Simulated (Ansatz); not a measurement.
Gas-phase reaction R1 → P1 + P2, each structure at its B3LYP-D3(BJ)/def2-SVP stationary point, reached from a drawn start (curvature not checked).
R1, Cl2Y (SMILES [Cl][Y][Cl]) (charge 0, multiplicity 2):
```xyz
3

Y      0.00312     0.00427    -0.71068
Cl     2.18845    -0.00587     0.36484
Cl    -2.19147     0.00160     0.34584
```
P1, ClY (SMILES [Cl][Y]) (charge 0, multiplicity 1):
```xyz
2

Y     -0.0089    -0.0180    -1.1964
Cl     0.0089     0.0180     1.1964
```
P2: Cl atom, charge 0, multiplicity 2.

P less R. No zero-point or thermal terms; singlets are restricted closed shells; open shells are unrestricted; no spin–orbit coupling. The spin states of the d-block species are the ones drawn and need not be the lowest.

Cores are frozen in the correlated methods.

The values were computed with Ansatz (Gaussian basis) for Hartree–Fock, density functionals and correlated methods. No computed number here is a measurement. Elements past Kr take the def2 small-core potentials, without spin–orbit coupling.

| level | reaction energy (eV) |
|---|---|
| SVWN5/def2-TZVPP | 5.496 |
| r2SCAN/def2-TZVPP | 5.392 |
| wB97X-V/def2-TZVPP | 5.083 |
| MP2/def2-SVP | 5.013 |
| MP2/def2-TZVPP | 5.104 |
| MP2/def2-QZVPP | 5.208 |
| SCS-MP2/def2-QZVPP | 4.982 |
| CCSD(T)/def2-SVP | ? |
| CCSD(T)/def2-QZVPP | ? |

Q: What belongs in the gaps?

A: 
- CCSD(T)/def2-SVP, reaction energy (eV): 4.713
- CCSD(T)/def2-QZVPP, reaction energy (eV): 4.887

Ansatz is a program for electronic structure.
